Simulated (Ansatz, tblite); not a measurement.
Spin states of the cluster SnSe₂, each relaxed with PBE-D4/def2-TZVP in Ansatz. Electronic energies in the gas phase.

In the def2 sets Sn takes a core potential; there is no spin–orbit coupling. The xTB rows come from tblite. B3LYP takes the VWN-RPA correlation. Correlated methods freeze 22 core orbitals; core or outer-core shells of Sn, Se are correlated, in sets that lack core-valence functions. The structure comes from a short search, and lower isomers may exist.

Singlet geometry (C2v within 0.1 Å):

Cartesian coordinates in Å:
```
Sn -1.0398 -0.8481 -0.6629
Se 1.0536 0.6212 -0.7580
Se -0.0139 0.2269 1.4209
```

Triplet geometry (C2v within 0.1 Å):

```xyz
3

Sn   -1.379   -0.714    0.623
Se    0.242    0.305   -1.362
Se    1.137    0.410    0.739
```

Quintet geometry (C2v within 0.1 Å):

Cartesian coordinates in Å:
```
Sn -1.021 1.323 0.118
Se 1.346 0.053 -0.826
Se -0.325 -1.375 0.707
```

⟨S²⟩: triplet 2.01 at PBE0-D4/def2-TZVP (pure 2.00), quintet 6.01 at PBE0-D4/def2-TZVP (pure 6.00).

Only these spin states were relaxed.

| level | triplet − singlet (kJ/mol) | quintet − singlet (kJ/mol) | lowest of these |
| --- | --- | --- | --- |
| GFN1-xTB | 201.3 | 554.0 | singlet |
| r2SCAN-D4/def2-TZVP | 101.8 | 368.5 | singlet |
| B3LYP-D4/def2-TZVP | 106.8 | 368.7 | singlet |
| PBE0-D4/def2-TZVP | 105.2 | 373.4 | singlet |
| RPA@PBE/def2-TZVP | 108.6 | 358.9 | singlet |
| MP2/def2-TZVP | 121.0 | 415.4 | singlet |

(1) Estimate the rows for GFN2-xTB, HF/def2-TZVP, PBE-D4/def2-TZVP, revPBE-D4/def2-TZVP, BLYP-D4/def2-TZVP, PBE-QIDH/def2-TZVP.

Answers

(1) 
| level | triplet − singlet (kJ/mol) | quintet − singlet (kJ/mol) | lowest of these |
| --- | --- | --- | --- |
| GFN2-xTB | 180.1 | 436.5 | singlet |
| HF/def2-TZVP | 67.0 | 226.9 | singlet |
| PBE-D4/def2-TZVP | 107.6 | 369.3 | singlet |
| revPBE-D4/def2-TZVP | 104.2 | 359.8 | singlet |
| BLYP-D4/def2-TZVP | 107.2 | 354.5 | singlet |
| PBE-QIDH/def2-TZVP | 111.7 | 387.1 | singlet |

The xTB methods have no spin-polarisation term.
